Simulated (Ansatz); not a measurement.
`C[C](C)(C)[Ge]([F])([F])[F]` → `C[C](C)C`• + `[F][Ge]([F])[F]`•  (homolysis of the C–Ge bond)

Gas-phase electronic energies from Ansatz, PBE0-D4/def2-TZVP geometries. CCSD(T)/CBS is the MP2 limit (def2-TZVPP, def2-QZVPP) plus CCSD(T) − MP2 in def2-TZVPP, frozen cores. Functionals use def2-TZVPP. No spin–orbit coupling; open shells (•) take unrestricted orbitals. For Ge outer-core shells are correlated without core-valence functions, which leaves a few kJ/mol of doubt a bond. Scalar relativity is left out up to krypton.

| level | ΔE (kJ/mol) |
| --- | --- |
| LDA (SPW92) | 368.0 |
| PBE-D4 | 314.6 |
| revPBE | 272.7 |
| BHLYP | 304.9 |
| HF/def2-SVP | 247.4 |
| MP2/def2-SVP | 362.8 |
| HF/def2-TZVPP | 236.2 |
| MP2/def2-TZVPP | 375.0 |

Task: What does CCSD(T)/CBS give? (Estimate.)

Result: The calculation gave: +370.8 kJ/mol. The listed levels differ from it by -2.8, -56.2, -98.1, -65.9, -123.4, -8.0, -134.6, 4.2 kJ/mol.

Largest T1 diagnostic among the species: 0.015.

From BLYP to BHLYP (50 % exact exchange), in def2-TZVPP and without D4, ΔE moves by +36.0 kJ/mol. At CCSD(T), def2-SVP lies −22.4 kJ/mol from the extrapolated value and def2-TZVPP −12.1 kJ/mol: correlation converges slowly with the basis, and small sets miss more of it in the bonded molecule than in its fragments.
